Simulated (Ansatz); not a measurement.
Mulliken charges of C$_{2}$H$_{4}$BF$_{2}$P, SMILES `C=C(F)B(F)P` from ωB97M-V/def2-TZVPP in Ansatz (PBE0-D4/def2-TZVP geometry).

| atom | x (Å) | y (Å) | z (Å) | charge (e) |
| --- | --- | --- | --- | --- |
| C1 | -0.546 | -1.721 | 0.843 | -0.172 |
| C2 | -0.206 | -0.447 | 0.695 | 0.141 |
| F3 | -0.457 | 0.424 | 1.697 | -0.204 |
| B4 | 0.462 | 0.159 | -0.575 | 0.253 |
| F5 | 0.763 | -0.680 | -1.561 | -0.226 |
| P6 | 0.984 | 1.992 | -0.694 | -0.159 |
| H7 | -0.339 | -2.414 | 0.038 | 0.117 |
| H8 | -1.025 | -2.089 | 1.743 | 0.120 |
| H9 | 0.636 | 2.181 | -2.053 | 0.060 |
| H10 | -0.189 | 2.544 | -0.129 | 0.069 |

Problem. By hand: the dipole of these point charges (1 e Å = 4.8032 D).

Solution. Σ q r = (-0.191, -0.203, 0.006) e Å, of length 0.279 e Å = 1.34 D.

Problem. How does the dipole of the full density compare? (Best estimate.)

Solution. The calculation gave: (-0.151, -0.167, -0.058) e Å, 1.12 D; the point charges give 1.20 times that, at 16° from its direction.

Point charges leave out the atoms' own dipoles, such as those of lone pairs, and Mulliken's split depends on the basis, so the two needn't agree.
